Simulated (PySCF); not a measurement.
# Unknowns

- coordinates at the GFN2-xTB level
- shieldings: GIAO PBE0/pcSseg-1
- run in PySCF 2.14
- rapidly exchanging positions averaged, single conformer, relativity neglected, gas phase

References, each an isolated molecule treated in the same way: ¹H (31.72 ppm) and ¹³C (186.93 ppm) vs TMS. Splittings of carbon signals by F and P are missing where no couplings were computed. Where no couplings were computed, multiplicities follow the n + 1 count of equivalent neighbours, and m marks all less simple cases (inequivalent or close neighbours, rings, F or P nearby). Acid and N–H amide carbonyl carbons lie up to 10 ppm further downfield in solution (hydrogen bonding). Shifts are as computed. Against solution values, carbons near 30 ppm lie about +3 ppm off and those near 130 ppm about +5 ppm (rms about the fit 2.1 ppm; single classes can miss by 10 ppm). Of 1328 compounds with measured shifts, 309 miss one by over three times the rms of a fit or turn the order of signals round; such compounds aren't used in these exercises. Signals without a measured value on file couldn't be tested in this way; 1H shifts scatter by 0.2 ppm about their fit, and single ones miss by 0.5 ppm. Groups on amide-type nitrogens are kept apart (slow C–N rotation). OH and NH positions are gas-phase values without hydrogen bonding to other molecules.

**Question.** C₄H₉FSi. ¹H NMR (400 MHz, computed): δ 6.12 (m, 1H), 5.45 (m, 2H), 4.17 (s, 3H), 2.08 (s, 3H). ¹³C{¹H} NMR (computed): δ 143.4 (CH), 134.6 (C), 89.1 (CH2), 31.2 (CH3). Identify the compound.

**Answer.** `InChI=1S/C4H9FSi/c1-4(6)2-3-5/h2H,3H2,1,6H3/b4-2-`. The formula gives 1 degree of unsaturation (no ring in the answer). 4 carbon signals for 4 carbons: no two carbons are equivalent. Carbon types of the structure: 1 × C, 1 × CH, 1 × CH2, 1 × CH3, leaving 3 H on heteroatoms. δC 143.4: alkene CH; as expected for a trigonal carbon in a double bond. δC 134.6: fully substituted alkene carbon; an sp2 carbon of a C=C bond. δC 89.1: allylic sp3 CH2 bonded to F; pulled downfield by the heteroatom. δC 31.2: allylic methyl carbon; saturated and bonded to C and H only.

The data come from this structure; uniqueness wasn't tested.

**Question.** C₅H₇NO. ¹H NMR (400 MHz, computed): δ 5.04 (br, 1H), 4.49 (br, 1H), 2.47 (q, 2H), 1.21 (t, 3H). ¹³C{¹H} NMR (computed): δ 154.3 (C), 95.8 (C), 80.8 (C), 16.6 (CH3), 15.2 (CH2). Give a structure.

**Answer.** SMILES CCC#CC(N)=O. The formula gives 3 degrees of unsaturation (no ring in the answer). 5 carbon signals for 5 carbons: no two carbons are equivalent. Carbon types of the structure: 3 × C, 1 × CH2, 1 × CH3, leaving 2 H on heteroatoms. δC 154.3: amide carbonyl carbon; it is a carbonyl in resonance with an O or N lone pair, the region of acids, esters and amides. δC 95.8, 80.8: alkyne carbon; sp carbons lie upfield of alkene carbons because the cylindrical π system leaves one tensor component strongly shielded. δC 15.2: propargylic sp3 CH2; aliphatic region, no heteroatom directly attached. δH 5.04, 4.49: hydrogen on an amide-type nitrogen; exchangeable; this is the value without hydrogen bonding to other molecules.

The shifts were computed for this structure.
